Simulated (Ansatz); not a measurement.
`O[B](Cl)[GaH2]` + HCl → `[Cl][GaH2]` + `OBCl` at 500 K and 1 bar (cleavage of the Ga–B bond).

Isolated molecules relaxed with PBE0-D4/def2-TZVP in Ansatz; ΔE leaves out vibrations. CBS: MP2 limit from def2 TZ/QZ plus the TZ coupled-cluster correction, frozen cores. This one scheme is used for every species. For Ga outer-core shells are correlated without core-valence functions, which leaves a few kJ/mol of doubt a bond. Scalar relativity is left out up to krypton. One conformer a species, not always the lowest.

```
         species  CCSD(T)/CBS energy (Eh)  H − E (kJ/mol)  S (J/(mol·K))
`O[B](Cl)[GaH2]`              -2485.55917           127.0          390.3
             HCl               -460.38127            32.5          201.9
    `[Cl][GaH2]`              -2384.95520            61.3          294.0
          `OBCl`               -561.03999           100.1          295.7
```

H − E and S are ideal-gas, rigid-rotor, harmonic terms from PBE0-D4/def2-TZVP, for one conformer and one mirror image of each species. 1 Eh = 2625.50 kJ/mol, R = 8.31446 J/(mol·K).

Problem. By hand: ΔE, ΔH, ΔS and ΔG.

Solution. ΔE = (-2384.95520) + (-561.03999) − (-2485.55917) − (-460.38127) = -0.05475 Eh = -143.7 kJ/mol. Δ(H − E) = 61.3 + 100.1 − 127.0 − 32.5 = 1.9, so ΔH = -141.8 kJ/mol. ΔS = 294.0 + 295.7 − 390.3 − 201.9 = -2.5 J/(mol·K). ΔG = -141.8 − 500 × (-2.5)/1000 = -140.6 kJ/mol.

Problem. By hand: the equilibrium constant, and the temperature at which ΔG would vanish if ΔH and ΔS stayed fixed.

Solution. log₁₀ K = −ΔG/(RT ln 10) = 14.7. ΔG = 0 at ΔH/ΔS = 56720 K, far beyond where these terms or the molecules hold.

The number of gas molecules stays the same, so ΔS is small and ΔH decides. A doubt of 5 kJ/mol in ΔE shifts log₁₀ K by 0.5 here. Other conformers and mirror images would add mixing entropy, several J/(mol·K) or more a flexible species. These are equilibria of isolated gas molecules and say nothing of rates. Largest T1 diagnostic: 0.014 (customary marks: 0.02 for closed shells, 0.045 for open ones).
